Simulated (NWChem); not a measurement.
System: C$_{4}$H$_{4}$O$_{2}$; SMILES C=C1OCC1=O

Input file for NWChem:

```
start job
memory heap 200 mb stack 900 mb global 1100 mb
geometry units angstroms noautosym nocenter noautoz
  C      1.113222     1.685298     0.000000
  C      0.218727     0.697964     0.000000
  O     -1.153848     0.743021     0.000000
  C     -1.297785    -0.689582     0.000000
  C      0.231887    -0.798965     0.000000
  O      1.043142    -1.671698     0.000000
  H      0.812069     2.734389     0.000000
  H      2.172837     1.427331     0.000000
  H     -1.802953    -1.064072    -0.904927
  H     -1.802953    -1.064072     0.904927
end
basis spherical
  * library def2-svp
end
dft
  xc pbe0
  iterations 150
end
cosmo
  do_cosmo_smd true
  solvent water
end
task dft energy
```

Geometry: optimised at PBE0/def2-SVP. Solvent: water.

Level: PBE0/def2-SVP with SMD (1 M gas to 1 M solution), gas-phase geometry.

Q: Give the results of this calculation. (PBE0/def2-SVP, SMD on the gas-phase geometry.) Quantities: solvation free energy (kcal/mol); cavity-dispersion-structure term (kcal/mol); dipole in solution (D).

A: 
```
Property                                     Result
-------------------------------------------  ------
solvation free energy (kcal/mol)               -3.4
cavity-dispersion-structure term (kcal/mol)     4.5
dipole in solution (D)                         1.56
```
